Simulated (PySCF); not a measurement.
Problem. What does the PBE0-D3(BJ)/def2-SVP structure of `FCOC[C@H](F)Cl` look like in three dimensions?

Solution. 
Z-matrix in Å and degrees, rows numbered from 1:
```
F 
C   1  1.3686
O   2  1.3736  1  110.63
C   3  1.3989  2  115.76  1   -70.05
C   4  1.5147  3  113.83  2   -87.09
F   5  1.3594  4  110.65  3    68.99
Cl  5  1.7759  4  111.45  3   -52.45
H   2  1.1003  1  108.81  3   116.72
H   2  1.1031  1  107.35  3  -122.94
H   4  1.0999  3  107.48  2   153.22
H   4  1.1047  3  111.39  2    35.31
H   5  1.1014  4  110.43  3  -171.10
```

O3 (ether oxygen) is bent (angle 115.8°). Of the pairs four or more bonds apart, F6···H9 is among the closest relative to their van der Waals radii: 2.37 Å, 89 % of the sum of Bondi's values. The 2 C–O bonds span 1.374 Å (C2–O3, drawn single) to 1.399 Å (O3–C4, drawn single), a spread of 0.025 Å.

Computed with PBE0-D3(BJ)/def2-SVP geometry optimisation, gas phase in PySCF.

Point group: C1 (no symmetry element, even within 0.4 Å). No PBE0-D3(BJ)/def2-SVP frequencies stand behind this structure, so it isn't proved a minimum. One conformer, not necessarily the lowest (F1–C2–O3–C4 -70°, C2–O3–C4–C5 -87°, O3–C4–C5–F6 69°).
